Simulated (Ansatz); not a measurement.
Pulling on the N3–H4 bond in H3NSe (SMILES N[SeH]) (multiplicity 1 held, fragments rigid). Energies count from the point at 1.012 Å.
Geometry at that point (charge 0, multiplicity 1):
```xyz
5

Se    -0.043     0.316     0.233
H     -1.267     0.773    -0.478
N      0.367    -1.227    -0.725
H      0.548    -1.011    -1.696
H     -0.386    -1.901    -0.661
```

U- levels take the lowest unrestricted solution at each point, which mixes spins at long bonds. Active spaces are followed from a long bond inwards. Levels need not reach the same state.

Cores are frozen in the correlated methods. Filled d and f shells under p-block atoms count as core.

Run with Ansatz (Gaussian orbitals). Each number belongs to the level named beside it.

Energies in kcal/mol.

| R (Å) | U-HF/cc-pVTZ | U-CCSD/cc-pVTZ | FIC-NEVPT4(SD) on CASSCF(2,2)/cc-pVTZ | FIC-MRCISD+Q on CASSCF(2,2)/cc-pVTZ |
|---|---|---|---|---|
| 0.810 | 30.6 | 32.9 | 33.2 | 33.1 |
| 0.911 | 5.0 | 6.2 | 6.4 | 6.3 |
| 1.012 | 0.0 | 0.0 | 0.0 | 0.0 |
| 1.113 | 6.0 | 4.6 | 4.3 | 4.4 |
| 1.214 | 17.7 | 14.5 | 14.0 | 14.2 |
| 1.366 | 39.5 | 33.4 | 32.4 | 32.6 |
| 1.518 | 61.0 | 52.8 | 50.8 | 51.0 |
| 1.771 | 76.9 | 80.9 | 75.7 | 75.8 |
| 2.024 | 80.9 | 97.4 | 91.7 | 91.5 |
| 2.327 | 81.7 | 103.9 | 101.4 | 101.1 |
| 2.732 | 81.7 | 105.6 | 106.1 | 105.6 |
| 3.238 | 81.6 | 106.1 | 107.6 | 107.1 |

Doubts at one or more of the structures used: a spin-contaminated determinant (U-HF/cc-pVTZ, U-CCSD/cc-pVTZ); T1 above 0.05 (U-CCSD/cc-pVTZ).

Ansatz is an electronic-structure program.
